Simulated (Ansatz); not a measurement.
Results of the Gaussian-basis code of Ansatz.

Basis-set series for BFH4O2Si, SMILES `O[SiH2]B(O)F`. Total charge 0; spin multiplicity 1. The structure was optimised at the PBE0-D4/def2-TZVP level. It is one conformer, not always the lowest.

```xyz
9

O    -0.399    0.014   -2.117
Si   -0.071   -0.787   -0.709
B     0.060    0.511    0.853
O     0.055    0.083    2.130
F     0.174    1.828    0.617
H     0.008    0.873   -2.235
H    -1.172   -1.763   -0.515
H     1.207   -1.553   -0.802
H     0.139    0.793    2.778
```

| functional | basis | functions | energy (Eh) | HOMO (eV) | LUMO (eV) |
| --- | --- | --- | --- | --- | --- |
| PBE0-D4 | def2-SVP | 94 | -566.46661 | -7.99 | -0.28 |
| PBE0-D4 | def2-QZVPP | 418 | -566.93768 | -8.25 | -0.60 |
| ωB97M-V | def2-SVP | 94 | -566.76748 | -10.19 | 1.83 |
| ωB97M-V | def2-QZVPP | 418 | -567.24461 | -10.48 | 1.22 |

Q: Give the rows for def2-TZVPP. (Best estimate.)

A: The calculation gave: 
| functional | basis | functions | energy (Eh) | HOMO (eV) | LUMO (eV) |
| --- | --- | --- | --- | --- | --- |
| PBE0-D4 | def2-TZVPP | 222 | -566.91208 | -8.21 | -0.54 |
| ωB97M-V | def2-TZVPP | 222 | -567.22057 | -10.44 | 1.45 |

Positive LUMOs are unbound and depend on the basis.
